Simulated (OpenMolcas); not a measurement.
**What dynamic correlation does to the levels of P+**

```
Program             : OpenMolcas
Basis               : ANO-R2 [5s4p3d1f]
Scalar Hamiltonian  : X2C, finite nucleus
Active space        : 4 electrons in 9 orbitals (RAS2 3s 3p; RAS3 3d, at most 2 electrons)
State averaging     : 2S+1 = 3 even, 6 roots; 2S+1 = 1 even, 11 roots; 2S+1 = 5 odd, 1 root; 2S+1 = 3 odd, 8 roots; 2S+1 = 1 odd, 8 roots
Spin-orbit coupling : RASSI with atomic mean-field integrals over the reference wave functions, term energies averaged over their components
```

Methods on the same reference wave functions:
A. RASSCF
B. SS-RASPT2, IPEA 0.25 Eh, imaginary shift 0.1 Eh (closed shells correlated: 2s 2p)
C. MS-RASPT2, IPEA 0.25 Eh, imaginary shift 0.1 Eh (closed shells correlated: 2s 2p)

Energies in eV above 3s² 3p² ³P₀, the measured ground level; measured values from NIST Handbook of Basic Atomic Spectroscopic Data.

```
      Level       A       B       C  Measured
3s² 3p² ³P₀  0.0000  0.0000  0.0000    0.0000
3s² 3p² ³P₁  0.0178  0.0179  0.0180    0.0204
3s² 3p² ³P₂  0.0515  0.0515  0.0517    0.0582
3s² 3p² ¹D₂  1.3749   1.155   1.154    1.1013
3s² 3p² ¹S₀  3.0940   2.765   2.767    2.6750
3s 3p³ ⁵S°₂  5.1014   5.441   5.443    5.6657
3s 3p³ ³D°₁  8.0575   8.081   8.083    8.0901
3s 3p³ ³D°₂  8.0587   8.082   8.085    8.0927
3s 3p³ ³D°₃  8.0612   8.085   8.087    8.0971
3s 3p³ ³P°₂  9.6960   9.631   9.634    9.5175
3s 3p³ ³P°₁  9.6984   9.634   9.636    9.5235
3s 3p³ ³P°₀  9.6992   9.635   9.637    9.5249
```

Deviations, from unrounded energies. A percentage is the sum of absolute deviations over the sum of measured energies, with the sign that they share, or ± where signs differ.

```tsv
Against measurement	Levels	A	B	C
mean absolute deviation (cm-1)	11	1400	550	540
fine structure of the ground term (%)	2	-11.9	-11.7	-11.4
other terms of the ground configuration (%)	2	+18.3	+3.8	+3.8
other configurations (%)	7	±2.0	±1.0	±1.0
```

B, C lie about equally close to measurement and A furthest from it. The largest miss of C in the table is 3s 3p³ ⁵S°₂, by -1800 cm-1. The ranking rests on the paired levels alone, and a cruder setting can come out closer through cancelling errors.

Between B and C the level of the table that moves most is 3s 3p³ ³D°₃, by 19 cm-1 (lowest in B, highest in C). Moves below CASPT2's spread within the term are not significant.

The two smallest mean deviations differ by little beside CASPT2's spread within terms, so their order carries little weight.

From A to B the spin-free energies of the other terms of 3s² 3p² shown, above ³P, scale by factors of 0.84 to 0.89.

The lowest spin-free term lies below A's lowest term by 0.215 hartree in B, 0.215 hartree in C.

Term energies are means over components that CASPT2 splits; among the terms shown or strongly mixed into the levels shown the widest spread is 31 cm-1 (3s 3p³ ³D°, C). The run also gave levels led by 3s 3p² 3d, 3s² 3p 3d, which use shells meant for correlation; these and all levels above them are left out. Some terms mix strongly with configurations of 3d, whose occupation reaches 0.24 (3s 3p³ ³D°, 3s 3p³ ³P°). Without dynamic correlation excited terms often stand tens of per cent too high (terms of higher spin than the ground term too low), and those without a measured partner can miss by more than the paired ones (holds for A). Measured partners are found by configuration, term and J. A level has none where our copy of the source lacks it or the pairing is in doubt (some pairs that miss far off the trend of their configuration count as doubtful), and it then counts in no deviation. Only configurations of the active space appear. The table leaves out levels that lie high or whose names do not pair safely across all columns.

° marks odd parity.
